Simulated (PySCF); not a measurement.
## Unknown compound

An unknown has the formula C₇H₇ClO. Its calculated NMR data are:

¹H NMR (400 MHz, computed): δ 6.89 (s, 1H), 6.36 (m, 1H), 5.60 (d, 1H), 5.25 (d, 1H), 3.91 (s, 3H).

¹³C{¹H} NMR (computed): δ 165.6 (C), 147.5 (C), 142.4 (CH), 138.1 (CH), 116.6 (CH), 104.9 (CH), 57.4 (CH3).

PySCF 2.14 calculation with structure optimised with GFN2-xTB and PBE0/pcSseg-1 with gauge-including orbitals; non-relativistic, a single conformation, gas phase, one averaged value for each set of equivalent atoms.

Scale: ¹H (31.72 ppm), ¹³C (186.93 ppm) vs TMS (reference shieldings calculated alike).

Propose a structure and justify it.

## Answers


- Rings plus π bonds: 4 (1 ring in the answer).
- 7 carbon signals for 7 carbons: no two carbons are equivalent.
- Carbon types of the structure: 2 × C, 4 × CH, 1 × CH3, which accounts for all hydrogens.
- δC 165.6: alkene carbon bearing oxygen; an sp2 carbon further deshielded by the attached heteroatom.
- δC 147.5: fully substituted alkene carbon; an sp2 carbon of a C=C bond.
- δC 142.4, 138.1, 116.6: alkene CH; an sp2 carbon of a C=C bond.
- δC 104.9: β carbon of an enol-ether or enamine type C=C; the O or N lone pair pushes π density onto this β carbon and shields it.
- δC 57.4: methyl carbon bonded to O; the inductive effect lowers its shielding.
- δH 6.89, 6.36, 5.60: hydrogen on an alkene CH; olefinic region.
- δH 3.91: hydrogen on a methyl carbon bonded to O; its carbon carries O, which withdraws density.

Structure: `COC1=CC=C/C1=C/Cl`.

The shifts were computed for this structure.

Carbons that carry Cl, above all several Cl atoms, come out too deshielded, partly because spin–orbit coupling is missing. Shifts are as computed. Against solution values, carbons near 30 ppm lie about +3 ppm off and those near 130 ppm about +5 ppm; carbons on Cl a further +6 ppm. Of 1211 compounds with measured shifts, 218 miss one by over three times the rms of a fit or turn the order of signals round; such compounds aren't used in these exercises. Multiplicities follow the n + 1 count of equivalent neighbours, as no J values were calculated; m marks all less simple cases, F and P coupling included.
